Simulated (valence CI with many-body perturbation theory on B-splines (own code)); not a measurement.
**Ho54+: one-electron terms**

Method: relativistic CI+MBPT: three valence electrons over a frozen Dirac-Fock core [Ne], a basis of 11 s, 11 p, 10 d, 8 f, 5 g, 2 h functions for each j, with the one-electron correlation potential Σ1 (screened to all orders), the two-electron term Σ2, the three-electron term Σ3, Breit, model QED; selected single and double excitations, second order for the rest, scaled by the run's own slope (own B-spline code, finite nucleus).

No measured spectrum was set against this ion. As an estimate, large intervals hold to a few tenths of a per cent, small ones and those within an open d or f shell to about a per cent.

These are the spectroscopic orbitals of the CI (the correlating ones are not listed), shaped by the core and the other valence electrons. h is the expectation value of the core's Dirac-Fock operator, without the valence repulsion; Σ1 is computed up to l = 3 at one energy for each symmetry, that of its lowest orbital but kept below the first core excitation, so for empty shells it is not the orbital's own correlation shift; Breit and QED include the response of the core.

```csv
Orbital,h (hartree),Σ1 (cm⁻¹),Breit (cm⁻¹),QED (cm⁻¹),⟨r⟩ (bohr)
3s1/2,-206.47,-7170,33424,27450,0.2088
4s1/2,-112.37,-2433,13048,11074,0.3853
5s1/2,-70.495,-1120,6251,5435,0.6178
6s1/2,-48.303,-613,3505,3069,0.9042
7s1/2,-35.147,-373,2160,1899,1.245
8s1/2,-26.714,-244,1426,1257,1.640
3p1/2,-201.4,-9332,56146,1014,0.1967
4p1/2,-110.27,-3098,21954,425,0.3762
5p1/2,-69.439,-1434,10683,215,0.6107
6p1/2,-47.7,-787,6022,123,0.8994
7p1/2,-34.772,-480,3725,77.0,1.243
8p1/2,-26.465,-315,2465,51.3,1.640
3p3/2,-192.7,-8122,31824,3536,0.2067
4p3/2,-106.71,-2797,12443,1438,0.3896
5p3/2,-67.652,-1314,6597,720,0.6275
6p3/2,-46.679,-727,3732,411,0.9197
7p3/2,-34.134,-446,2316,256,1.266
8p3/2,-26.041,-294,1536,171,1.667
3d3/2,-186.57,-10057,25911,-804,0.1771
4d3/2,-104.37,-2841,9382,-262,0.3634
5d3/2,-66.503,-1271,4467,-120,0.6039
6d3/2,-46.03,-691,2493,-65.2,0.8989
7d3/2,-33.732,-420,1535,-39.5,1.248
3d5/2,-184.54,-9004,12454,330,0.1802
4d5/2,-103.5,-2533,4452,202,0.3672
5d5/2,-66.055,-1135,2174,114,0.6086
6d5/2,-45.77,-618,1217,69.0,0.9044
7d5/2,-33.568,-376,752,44.4,1.255
4f5/2,-102.25,-2514,976,-147,0.3197
5f5/2,-65.435,-1217,665,-78.1,0.5628
6f5/2,-45.418,-684,416,-45.8,0.8603
7f5/2,-33.349,-424,276,-29.0,1.212
4f7/2,-101.87,-2394,278,65.1,0.3216
5f7/2,-65.242,-1154,188,30.4,0.5650
6f7/2,-45.306,-648,113,17.0,0.8629
7f7/2,-33.278,-401,75.2,10.5,1.215
5g7/2,-65.139,,23.4,-35.4,0.4960
6g7/2,-45.243,,23.1,-20.9,0.7943
7g7/2,-33.237,,18.0,-13.3,1.147
5g9/2,-65.026,,4.4,26.5,0.4974
6g9/2,-45.178,,4.3,15.1,0.7958
7g9/2,-33.196,,3.3,9.4,1.149
6h9/2,-45.168,,,,0.7064
6h11/2,-45.124,,,,0.7075
```

Among the shells of the start configuration 3s2 3p1, Σ1 is largest in size for 3p1/2, where it is 0.021 % of h.

Lowest root of each symmetry, sizes in configuration state functions:

| J | Parity | Roots | Reference | Variational | Second order | Change by selected CI (cm⁻¹) | Change by second order (cm⁻¹) |
| --- | --- | --- | --- | --- | --- | --- | --- |
| 1/2 | even | 17 | 93 | 10954 | 9491 | -4543 | 0 |
| 3/2 | even | 24 | 147 | 17014 | 18868 | -2529 | 0 |
| 5/2 | even | 21 | 153 | 18059 | 23689 | -3624 | -1 |
| 7/2 | even | 12 | 113 | 17128 | 22457 | -5176 | -1 |
| 9/2 | even | 8 | 71 | 13327 | 20193 | -5246 | -2 |
| 11/2 | even | 2 | 28 | 7425 | 20719 | -10948 | -3 |
| 1/2 | odd | 17 | 90 | 10869 | 10469 | -4490 | 0 |
| 3/2 | odd | 25 | 146 | 17092 | 18835 | -4172 | 0 |
| 5/2 | odd | 20 | 146 | 17856 | 23023 | -4278 | -1 |
| 7/2 | odd | 14 | 114 | 16507 | 24526 | -4810 | -1 |
| 9/2 | odd | 7 | 65 | 12214 | 20304 | -2719 | -1 |
| 11/2 | odd | 3 | 30 | 9136 | 17226 | -6492 | -2 |
